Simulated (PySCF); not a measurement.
The Ir–O bond energy of IrO₃⁻

Level of theory: PySCF, B3LYP, basis Ir def2-SVPD with ECP60, O def2-SVPD (scalar-relativistic core potentials, no spin–orbit coupling, density fitting).

Each entry is the lowest minimum that a search over a few typed start shapes (and spin states, where more than one is plausible) found, or that minimum re-optimised at the stated level; isomers with ligand–ligand bonds, or fragments after loss of a ligand pair, can lie lower.

Total energies (Eh), which compare only within these settings: O atom -75.00925.

| species | 2S+1 | group | E (Eh) | ZPE (kJ/mol) |
| --- | --- | --- | --- | --- |
| IrO₂⁻ | 1 | D∞h | -254.78335 | 12.5 |
| IrO₃⁻ | 3 | D3h | -329.94338 | 20.2 |

(1) What are De and D0 for IrO₃⁻ → IrO₂⁻ + O?

## Answers

(1) De = [(-254.78335) + (-75.00925) − (-329.94338)] × 2625.5 = 396 kJ/mol. The zero-point energy changes by -7.7 kJ/mol, so D0 = 388 kJ/mol.

Atoms and open shells are unrestricted, without spin–orbit or basis-set superposition corrections.

One determinant describes each species, so states of open d or f shells may be missed.

Spin–orbit coupling can matter for elements this heavy.
